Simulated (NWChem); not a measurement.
## Plane-wave run on Li₂Se (space group Fm-3m)

```
Li2Se
1.0
    0.00000     2.97605     2.97605
    2.97605     0.00000     2.97605
    2.97605     2.97605     0.00000
Li Se
2 1
Direct
  0.75000   0.75000   0.75000
  0.25000   0.25000   0.25000
  0.00000   0.00000   0.00000
```

Program: NWChem. Origin of the cell: Materials Project cell, not relaxed here.

Norm-conserving pseudopotentials with valence charges Li 1, Se 6, fixed occupations, no spin-orbit coupling, density cut at twice the wavefunction cutoff.

The filled d shells of Se are in the core.

At a cutoff of 30 Ha and the same cell, LDA (Vosko), Troullier-Martins gives an indirect gap along this path of 2.73 eV from Γ to X (smallest direct gap on this path 3.31 eV). What does revPBE, Troullier-Martins give?

It gives an indirect gap along this path of 3.07 eV from Γ to X (smallest direct gap on this path 3.67 eV).
